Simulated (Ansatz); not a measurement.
diglyme (C6H14O3), SMILES COCCOCCOC. Atoms are numbered in the order given.

```xyz
23

C     -4.3064     0.1218    -0.3636
O     -3.3003     0.9071     0.2003
C     -2.0153     0.6565    -0.2919
C     -1.3544    -0.5372     0.3933
O     -0.0787    -0.8074    -0.1144
C      0.9484    -0.0099     0.4007
C      2.2518    -0.4981    -0.1870
O      3.2795     0.3003     0.3118
C      4.5390    -0.0555    -0.1617
H     -5.2631     0.4430     0.0716
H     -4.1835    -0.9586    -0.1570
H     -4.3613     0.2520    -1.4626
H     -2.0230     0.4839    -1.3869
H     -1.4229     1.5673    -0.1101
H     -1.9574    -1.4440     0.2272
H     -1.3262    -0.3577     1.4860
H      0.9934    -0.0794     1.5059
H      0.8232     1.0607     0.1482
H      2.1954    -0.4466    -1.2940
H      2.3973    -1.5656     0.0781
H      4.6068     0.0269    -1.2650
H      5.2753     0.6277     0.2846
H      4.8097    -1.0939     0.1162
```

Geometry: PBE0-D3(BJ)/def2-SVP. Other conformers were not sampled.

Two levels are set side by side: PBE-D3(BJ)/def2-SVP (Ansatz, a quantum-chemistry and plane-wave program) and PBE0-D3(BJ)/def2-SVP (Ansatz). Each level has its own optimised geometry; the coordinates shown are those of the second. Differences are taken from unrounded values.

```csv
quantity,PBE0-D3(BJ),PBE-D3(BJ),PBE-D3(BJ) minus PBE0-D3(BJ)
mean bond length (Å),1.223,1.234,0.011
bond C1–O2 (Å),1.395,1.409,0.014
bond O2–C3 (Å),1.399,1.414,0.015
bond C3–C4 (Å),1.527,1.539,0.012
bond C4–O5 (Å),1.399,1.414,0.014
bond O5–C6 (Å),1.399,1.413,0.015
bond C6–C7 (Å),1.511,1.521,0.010
bond C7–O8 (Å),1.394,1.408,0.014
bond O8–C9 (Å),1.392,1.405,0.013
bond C1–H10 (Å),1.099,1.108,0.009
bond C1–H11 (Å),1.107,1.116,0.010
bond C1–H12 (Å),1.108,1.118,0.010
bond C3–H13 (Å),1.108,1.118,0.010
bond C3–H14 (Å),1.102,1.110,0.009
bond C4–H15 (Å),1.102,1.110,0.009
bond C4–H16 (Å),1.108,1.117,0.010
bond C6–H17 (Å),1.108,1.118,0.010
```

Exact exchange shortens and stiffens bonds; PBE has none. Differences between two approximate levels are no errors against the true value.
